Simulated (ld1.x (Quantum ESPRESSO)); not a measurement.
# B: one change to an ultrasoft potential, before and after

boron (B), ultrasoft, made with ld1.x (Quantum ESPRESSO) 7.5 (PBE, fully relativistic). Core [He], reference 2s2 2p0 (charge +1). Waves: 2s (bound): rcut 1.10, rcutus 1.30 bohr; 2s channel at -1 Ry: rcut 1.10, rcutus 1.30 bohr; 2p (bound, empty): rcut 2.30, rcutus 2.95 bohr; 2p channel at 0.75 Ry: rcut 2.30, rcutus 2.95 bohr; 3d channel at -0.2 Ry: rcut 2.40, rcutus 2.95 bohr; 3d channel at 1.7 Ry: rcut 2.40, rcutus 2.95 bohr. Local part: all-electron potential smoothed inside 2.40 bohr (lloc = -1). Core correction: Bessel-smoothed model core inside 0.65 bohr. Augmentation charge: PSQ, inside the norm-conserving radii.

Open shells are filled in proportion to 2j + 1 (rel_dist='average').

Change: type TM; waves now 2s (bound): rc 1.30 bohr; 3d channel at -0.2 Ry: rc 2.95 bohr; 2p (bound): rc 2.95 bohr; local potential the p channel.

Cutoffs: the cutoffs (Ry, on a coarse ladder) from which the occupation-weighted sum of valence levels, in a spherical-Bessel basis at the reference potential, stays within 10 and 1 mRy of its value at 400 Ry; they do not see the model core or the augmentation charge, which bear on the density cutoff. Errors are all-electron minus pseudo energies relative to the spin-unpolarised reference configuration.

How do hardness, ghosts and transferability respond?

The potential gets harder (15 Ry and 21 Ry → 21 Ry and 55 Ry); of the 7 tests that both files solve, the error grows in 7 and shrinks in 0 by more than 15 % and 0.3 meV (median size 11.6 → 54.2 meV); the range in which the s phases agree narrows (upper end 4.9 → -0.1); the range in which the p1/2 phases agree narrows (upper end 2.1 → -0.1); neither file shows a bound ghost. Several settings change at once here, so the effects cannot be laid on one of them.

```csv
quantity,base,changed
"cutoff, loose",15 Ry,21 Ry
"cutoff, tight",21 Ry,55 Ry
bound ghosts,none,none
"error for 2s2 2p1, meV [ΔE -8.22 eV]",+12,+54
"error for 2s1 2p0, meV [ΔE 25.42 eV]",+8.0,+12
"error for 2s2 2p0.5, meV [ΔE -5.33 eV]",+3.0,+25
"error for 2s1 2p1, meV [ΔE 6.14 eV]",+2.2,-9.3
"error for 2s2 2p1.3, meV [ΔE -8.96 eV]",+18,+57
"error for 2s1 2p2, meV [ΔE -2.37 eV]",+23,+104
"error for 2s0 2p3, meV [ΔE 3.50 eV]",+37,+132
s: phases at 3.19 bohr within 0.05 rad from the reference energy up to (Ry; the scan ends near 5),4.9,-0.1
p1/2: phases at 3.19 bohr within 0.05 rad from the reference energy up to (Ry; the scan ends near 5),2.1,-0.1
p3/2: phases at 3.19 bohr within 0.05 rad from the reference energy up to (Ry; the scan ends near 5),2.1,-0.1
d3/2: phases at 3.19 bohr within 0.05 rad from the reference energy up to (Ry; the scan ends near 5),2.8,1.3
d5/2: phases at 3.19 bohr within 0.05 rad from the reference energy up to (Ry; the scan ends near 5),2.8,1.3
```
